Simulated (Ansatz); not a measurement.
`[NH2][GeH2][O][SiH](N)F` + `N=CO` → `N=[C](O)[GeH2][NH2]` + `N[SiH](O)F`  (formal exchange of groups at a Ge–O bond)

Isolated molecules relaxed with PBE0-D4/def2-TZVP in Ansatz; ΔE leaves out vibrations. CBS: MP2 limit from def2 TZ/QZ plus the TZ coupled-cluster correction, frozen cores. This one scheme is used for every species. DFT in def2-TZVPP. B3LYP here is the variant with VWN-RPA as its local correlation; programs differ in this. For Ge outer-core shells are correlated without core-valence functions, which leaves a few kJ/mol of doubt a bond. Scalar relativity is left out up to krypton. Each species was taken in one conformer, which may not be the lowest.

Question: Is it downhill or uphill in electronic energy at CCSD(T)/CBS, and by how much? (Best estimate.)

Answer: Computed: Uphill: ΔE = +76.1 kJ/mol.

Question: What do these levels give: r2SCAN-D4, PBE0-D4, ωB97X-V, ωB97M-V, B2PLYP, PBE, PBE0, B3LYP, MP2/def2-TZVPP, CCSD/def2-TZVPP, CCSD(T)/def2-TZVPP, SCS-MP2/def2-QZVPP? (Best estimate.)

Answer: Computed: r2SCAN-D4 77.7, PBE0-D4 73.8, ωB97X-V 80.0, ωB97M-V 78.1, B2PLYP 77.9, PBE 65.4, PBE0 70.7, B3LYP 74.5, MP2/def2-TZVPP 78.5, CCSD/def2-TZVPP 80.3, CCSD(T)/def2-TZVPP 78.6, SCS-MP2/def2-QZVPP 81.0 kJ/mol.

Largest T1 diagnostic among the species: 0.014.

The D4 term adds +5.1 kJ/mol with B3LYP and +3.1 kJ/mol with PBE0; it sums over pairs of atoms, weighted by their polarisabilities, and B3LYP, whose exchange is more repulsive, gets the larger term. From PBE to PBE0 (25 % exact exchange), in def2-TZVPP and without D4, ΔE moves by +5.2 kJ/mol. In def2-TZVPP, CCSD(T) changes the Hartree–Fock value by −15.6 kJ/mol (the triples alone add −1.7 kJ/mol) and MP2 by −15.7 kJ/mol.
